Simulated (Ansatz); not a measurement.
Steps of a relaxation of CH$_{4}$BOSb with RKS PBE-D4/def2-SVP.

```sh
$ ansatz run in.yaml --threads 2 --pin off --events-out ev --progress --plain --max-ram 4352MiB
```

```yaml
crystal:
  periodic: [false, false, false]
  atoms:
    - {symbol: O, position_ang: [-0.372200, 1.172100, -1.059000]}
    - {symbol: C, position_ang: [-0.250600, 0.351900, 0.013100]}
    - {symbol: B, position_ang: [1.243000, -0.044300, 0.172000]}
    - {symbol: Sb, position_ang: [-0.271700, -1.606900, -0.515200]}
    - {symbol: H, position_ang: [-1.398200, 1.252200, -1.236200]}
    - {symbol: H, position_ang: [-0.746900, 0.697200, 0.949700]}
    - {symbol: H, position_ang: [2.415200, 0.236700, 0.469100]}
    - {symbol: H, position_ang: [-0.526500, -2.116100, 1.150700]}
basis:
  gaussian: {orbitals: def2-SVP}
hamiltonian: {xc: pbe, dispersion: d4}
relax: {f_tol: 0.03, max_steps: 200}
```

Positions (Å) and forces (eV/Å) along the path, 16 of 19 steps:

```xyz
8
step=1 energy=-10352.2792 eV
O    -0.372    1.172   -1.059   -3.156    2.059   -2.219
C    -0.251    0.352    0.013    1.090    2.596    2.660
B     1.243   -0.044    0.172    0.163   -0.788    0.322
Sb   -0.272   -1.607   -0.515    0.234   -3.580   -0.481
H    -1.398    1.252   -1.236    2.407   -0.122    0.055
H    -0.747    0.697    0.950   -0.105   -0.122    0.112
H     2.415    0.237    0.469   -0.792   -0.048   -0.260
H    -0.526   -2.116    1.151    0.159    0.005   -0.189
8
step=2 energy=-10352.9652 eV
O    -0.390    1.321   -1.053   -1.687    0.091   -0.729
C    -0.268    0.462    0.037    0.779    0.680    0.828
B     1.171   -0.115    0.196   -0.234   -0.080   -0.233
Sb   -0.250   -1.707   -0.477    0.042   -0.833   -0.295
H    -1.358    1.285   -1.356    1.475    0.098    0.421
H    -0.785    0.767    0.979   -0.135   -0.113   -0.125
H     2.333    0.147    0.437   -0.199    0.052    0.048
H    -0.362   -2.216    1.181   -0.041    0.104    0.085
8
step=3 energy=-10353.0700 eV
O    -0.415    1.352   -1.054   -0.531   -0.194    0.170
C    -0.233    0.501    0.051    0.198    0.154   -0.167
B     1.176   -0.148    0.165   -0.465    0.162   -0.005
Sb   -0.214   -1.764   -0.510   -0.046   -0.178    0.106
H    -1.361    1.280   -1.340    0.641    0.058    0.258
H    -0.815    0.726    0.982    0.083   -0.078   -0.282
H     2.316    0.120    0.453    0.089    0.047   -0.011
H    -0.362   -2.125    1.197    0.032    0.028   -0.068
8
step=4 energy=-10353.0924 eV
O    -0.399    1.396   -1.037    0.016   -0.372    0.360
C    -0.236    0.494    0.029    0.020    0.221   -0.126
B     1.160   -0.159    0.148   -0.311    0.074    0.144
Sb   -0.213   -1.815   -0.482    0.058   -0.074   -0.035
H    -1.330    1.345   -1.329    0.030    0.037    0.058
H    -0.861    0.663    0.943    0.155   -0.040   -0.244
H     2.298    0.125    0.433    0.087    0.043   -0.099
H    -0.327   -2.106    1.240   -0.055    0.109   -0.057
8
step=6 energy=-10353.1988 eV
O    -0.349    1.429   -0.946    0.831   -0.441    0.620
C    -0.226    0.421    0.011   -0.256    0.802    0.047
B     1.153   -0.181    0.177    0.584   -0.195    0.087
Sb   -0.101   -1.954   -0.458    0.245    0.144    0.683
H    -1.261    1.443   -1.237   -0.949    0.114   -0.252
H    -0.958    0.435    0.861    0.204   -0.134   -0.448
H     2.319    0.218    0.254   -0.515   -0.175   -0.239
H    -0.484   -1.868    1.282   -0.142   -0.115   -0.499
8
step=8 energy=-10353.4289 eV
O    -0.331    1.467   -0.913    0.683   -0.883    0.958
C    -0.159    0.456    0.041   -0.421    1.038   -0.062
B     1.213   -0.142    0.204    0.588   -0.093   -0.069
Sb    0.096   -2.028   -0.296   -0.021    0.182    0.972
H    -1.260    1.486   -1.160   -0.805    0.136   -0.119
H    -0.987    0.310    0.806    0.575    0.105   -0.797
H     2.372    0.300    0.008   -0.919   -0.405   -0.035
H    -0.852   -1.906    1.255    0.321   -0.079   -0.849
8
step=10 energy=-10353.7745 eV
O    -0.323    1.475   -0.907   -0.158   -0.090    0.124
C    -0.137    0.529    0.043   -0.279    0.173   -0.004
B     1.188   -0.155    0.214    0.417    0.007   -0.023
Sb    0.371   -2.136   -0.038   -0.306   -0.110    0.526
H    -1.286    1.620   -0.989    0.048    0.190   -0.088
H    -1.056    0.295    0.632    0.318   -0.044   -0.066
H     2.302    0.215   -0.144   -0.380   -0.074    0.018
H    -0.966   -1.901    1.133    0.339   -0.052   -0.488
8
step=11 energy=-10353.8481 eV
O    -0.324    1.490   -0.896    0.054   -0.156    0.240
C    -0.153    0.529    0.042   -0.008    0.226   -0.409
B     1.167   -0.184    0.192    0.046    0.090   -0.008
Sb    0.476   -2.218    0.111   -0.196    0.032    0.253
H    -1.269    1.733   -0.971    0.026   -0.031    0.071
H    -1.064    0.273    0.615   -0.045   -0.016    0.071
H     2.244    0.218   -0.204   -0.082   -0.064   -0.008
H    -0.984   -1.898    1.055    0.205   -0.081   -0.210
8
step=12 energy=-10353.8479 eV rejected
O    -0.332    1.569   -0.825   -0.092   -0.108   -0.118
C    -0.162    0.509   -0.015    0.143    0.318    0.019
B     1.173   -0.185    0.126   -0.303   -0.172    0.174
Sb    0.541   -2.237    0.299    0.025   -0.104   -0.015
H    -1.285    1.782   -0.903    0.054    0.040    0.040
H    -1.082    0.181    0.517    0.135    0.040   -0.045
H     2.266    0.186   -0.251   -0.112    0.031   -0.013
H    -1.027   -1.862    0.995    0.150   -0.045   -0.041
8
step=13 energy=-10353.8679 eV
O    -0.327    1.512   -0.888   -0.053    0.055   -0.040
C    -0.161    0.536    0.017    0.074    0.016   -0.009
B     1.154   -0.186    0.177   -0.048   -0.065   -0.008
Sb    0.520   -2.243    0.193    0.008    0.074    0.073
H    -1.271    1.766   -0.944    0.056   -0.004    0.026
H    -1.070    0.282    0.597   -0.022   -0.051    0.021
H     2.233    0.195   -0.223   -0.024   -0.003   -0.018
H    -0.986   -1.919    1.015    0.010   -0.022   -0.045
8
step=14 energy=-10353.8737 eV
O    -0.321    1.555   -0.870   -0.058   -0.049    0.067
C    -0.164    0.541   -0.003   -0.021   -0.028   -0.066
B     1.141   -0.196    0.151   -0.007   -0.029    0.022
Sb    0.560   -2.261    0.283    0.028    0.017    0.008
H    -1.265    1.813   -0.913    0.047    0.013    0.002
H    -1.083    0.237    0.541   -0.001    0.079   -0.012
H     2.221    0.185   -0.251   -0.007   -0.004   -0.005
H    -0.996   -1.932    1.005    0.019    0.002   -0.016
8
step=15 energy=-10353.8747 eV
O    -0.319    1.568   -0.868   -0.093   -0.056    0.047
C    -0.178    0.534   -0.024    0.006    0.040    0.081
B     1.123   -0.208    0.143    0.020   -0.032   -0.065
Sb    0.601   -2.282    0.327   -0.088    0.060    0.049
H    -1.256    1.854   -0.895    0.085   -0.020   -0.009
H    -1.098    0.245    0.527    0.004    0.031   -0.069
H     2.202    0.172   -0.259    0.014    0.029   -0.006
H    -0.983   -1.941    0.992    0.052   -0.052   -0.028
8
step=16 energy=-10353.8761 eV
O    -0.318    1.565   -0.871   -0.071    0.008    0.014
C    -0.174    0.540   -0.018    0.007   -0.015    0.039
B     1.126   -0.206    0.140   -0.024   -0.010   -0.005
Sb    0.595   -2.277    0.329   -0.013    0.008    0.010
H    -1.255    1.852   -0.898    0.067   -0.015   -0.007
H    -1.096    0.255    0.531   -0.006    0.013   -0.028
H     2.204    0.177   -0.262    0.014    0.006   -0.012
H    -0.990   -1.964    0.993    0.025    0.006   -0.010
8
step=17 energy=-10353.8762 eV
O    -0.308    1.575   -0.857    0.004   -0.011    0.009
C    -0.182    0.535   -0.019    0.045    0.069   -0.042
B     1.120   -0.210    0.138   -0.044   -0.026   -0.019
Sb    0.609   -2.282    0.351    0.007   -0.014    0.001
H    -1.239    1.872   -0.894   -0.008   -0.011    0.002
H    -1.116    0.247    0.504   -0.014   -0.021    0.029
H     2.190    0.179   -0.281    0.002    0.005    0.021
H    -0.982   -1.974    1.002    0.007    0.010   -0.001
8
step=18 energy=-10353.8766 eV
O    -0.311    1.575   -0.860   -0.008    0.000    0.016
C    -0.180    0.539   -0.019    0.006   -0.003   -0.031
B     1.118   -0.211    0.135   -0.002   -0.015    0.000
Sb    0.609   -2.285    0.349   -0.006    0.015    0.004
H    -1.245    1.868   -0.894    0.009   -0.004    0.000
H    -1.111    0.249    0.509   -0.005    0.001    0.010
H     2.193    0.175   -0.274    0.004    0.007    0.002
H    -0.981   -1.968    0.997    0.003   -0.002    0.000
8
step=19 energy=-10353.8767 eV
O    -0.312    1.577   -0.859   -0.013   -0.002    0.004
C    -0.180    0.538   -0.023    0.005    0.009    0.003
B     1.118   -0.212    0.132   -0.005   -0.007    0.001
Sb    0.609   -2.285    0.352   -0.003    0.001    0.003
H    -1.245    1.869   -0.891    0.011   -0.003   -0.001
H    -1.110    0.247    0.508   -0.001   -0.001   -0.004
H     2.194    0.176   -0.273    0.002    0.003   -0.003
H    -0.982   -1.967    0.997    0.004    0.000   -0.002
```

It took 29 s on 2 threads of an Arm Neoverse V2 on a shared host, with 0.15 GiB of host memory at the peak.
